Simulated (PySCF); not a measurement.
Structure problem from calculated spectra and properties.

Formula: C3H7ClOSi.

* Rotational structure: rotational constants A, B, C: 2.836, 1.772, 1.112 GHz [GFN2-xTB]
* NMR, other nuclei: isotropic shieldings of nuclei other than C and H, by class: 223 (1 O), 390 (1 Si), 693 (1 Cl) ppm [GIAO PBE0/pcSseg-1]
* UV, strongest line: among the 8 lowest singlet transitions: S3 at 6.71 eV (185 nm, f = 0.481) [TDDFT wB97X-D/def2-SVPD]
* Dipole: 0.81 D [wB97X-D/def2-SVPD]
* Triplet: lowest triplet excitation (Tamm–Dancoff): 4.25 eV [TDA wB97X-D/def2-SVPD]
* 13C NMR: chemical shifts (computed TMS as zero) by class: 146.5 (1 C), 107.3 (1 C), 14.5 (1 C) ppm [GIAO PBE0/pcSseg-1]

Gas-phase values; electronic properties from PySCF, density fitting. Levels stand in brackets. One conformer (not necessarily the lowest) at the GFN2-xTB geometry, without solvent, vibrations or thermal averaging. Each NMR value is the plain mean over a class of atoms that symmetry, rotation or inversion makes alike.

Q: Give a SMILES that accounts for the data.

A: Numbering: `[CH3:1]/[CH:2]=[C:3](/[Cl:4])[O:5][SiH3:6]`. Its formula, C3H7ClOSi, gives 1 degree of unsaturation: 0 rings and 1 π bond in the structure found. 3 carbons fall into 3 classes; from least to most shielded: vinylic C–Cl carbon [C3] (146.5 ppm), alkene CH carbon [C2] (107.3 ppm), allylic carbon [C1] (14.5 ppm). The other shieldings belong to: 223 ppm, silyl ether oxygen [O5]; 390 ppm, oxygen-bound silicon [Si6]; 693 ppm, vinyl chlorine [Cl4]. The optimised geometry has point group Cs and is an asymmetric top. Structure: `C/C=C(/Cl)O[SiH3]`. Computed isomers that give other values at the same levels: `Cl[Si@H]1CCCO1` (13C chemical shifts (computed TMS as zero) by class: 71.0 (1 C), 29.7 (1 C), 17.1 (1 C) ppm); `C=CO[SiH2]CCl` (13C chemical shifts (computed TMS as zero) by class: 151.3 (1 C), 102.3 (1 C), 28.5 (1 C) ppm); `C/C=C(\Cl)O[SiH3]` (rotational constant A: 4.440 GHz; this holds for the one conformer computed). The assignments are read from this structure; whether some other isomer fits the data as well wasn't checked.

Shape of the structure used: `[CH3:1]/[CH:2]=[C:3](/[Cl:4])[O:5][SiH3:6]`: C2–C3–O5–Si6 180°.
